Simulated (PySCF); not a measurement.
SMILES CO[Se]S at its PBE0/def2-SVP optimised geometry (Å):

```
8

Se    -0.7835    -1.7285     0.0000
O     -1.2071     0.0241     0.0000
C     -1.0217     0.7077     1.2143
H      0.0478     0.7761     1.4852
H     -1.4046     1.7285     1.0622
H     -1.5708     0.2390     2.0509
S      1.4046    -1.7285     0.0000
H      1.6122    -1.7691     1.3396
```

Calculation: PBE0/def2-TZVP in PySCF. Cells within 0.4 Å of a nucleus heavier than hydrogen are left out (blank, or x).

Map of the LUMO amplitude (bohr^(-3/2)) on the plane z = 0.0 Å; orbital energy -1.08 eV, overall sign arbitrary:

```
|44444444444444444444444444444|
|44444444444444444444444444444|
|44444444444444444444444444444|
|44444444444444444444444444444|
|44444444444444444444444444444|
|44444444444444444444444444444|
|44444444444444444444444444444|
|44444444444444444444444444444|
|44444444444444444444444444444|
|44444444444444444444444444444|
|44444455544444444444444444444|
|44444555554444444444444444444|
|44444555664333444444444544444|
|444445567xx223444444455555544|
|444444567xxx23444444455555554|
|444444456xx234444334455555555|
|44444444444455543333455655555|
|44443333334577653223466666555|
|44433322223689752102577766555|
|44433221014xx98520xx698876655|
|4443322100xxx89520xxx99876655|
|44433221004xx98520xx698876655|
|44433221112578752002577766555|
|44433322223567653223466666555|
|44443332233556544333456665555|
|44443333334455544434455555555|
|44444433344445444444455555554|
|44444444444444444444455555544|
|44444444444444444444445554444|
```
Scale: ten equal steps from -0.146 (start of '0') to 0.161 (end of '9'), in the order '0123456789'; x runs from -4.00 to 4.00, y from -4.00 (bottom) to 4.00 (top).
